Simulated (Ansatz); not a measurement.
Dissociation curve of BeH (cation, charge +1), singlet.

Computed with full CI/cc-pVTZ, frozen core (Ansatz, a program for electronic structure).

Question: Relative to R = 1.33 Å, what are the energies at R = 1.24, 1.39, 2.19, 5.30 Å?

Answer: 5.3 kJ/mol at 1.24 Å, 3.5 kJ/mol at 1.39 Å, 183.2 kJ/mol at 2.19 Å, 299.8 kJ/mol at 5.30 Å.
